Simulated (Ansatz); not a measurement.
Species: C$_{3}$H$_{8}$Si, SMILES `C/C=C\[SiH3]` (charge 0, multiplicity 1).

### Question
Give a relaxed geometry from PBE-D3(BJ)/def2-TZVP run with Ansatz (a first-principles code).

### Answer
the end point of this relaxation (outside a Z-matrix the atoms follow the SMILES, hydrogens last).
Bonds (Å): C1–C2 1.495, C1–H5 1.102, C1–H6 1.099, C1–H7 1.102, C2–C3 1.344, C2–H8 1.098, C3–Si4 1.872, C3–H9 1.095, Si4–H10 1.495, Si4–H11 1.498, Si4–H12 1.498. Angles (°): C2–C1–H5 110.8, C2–C1–H6 112.4, C2–C1–H7 110.8, H5–C1–H6 108.1, H5–C1–H7 106.4, H6–C1–H7 108.1, C1–C2–C3 126.0, C1–C2–H8 115.2, C3–C2–H8 118.8, C2–C3–Si4 125.5, C2–C3–H9 117.4, Si4–C3–H9 117.1, C3–Si4–H10 109.0, C3–Si4–H11 111.9, C3–Si4–H12 111.9, H10–Si4–H11 108.3, H10–Si4–H12 108.3, H11–Si4–H12 107.3.
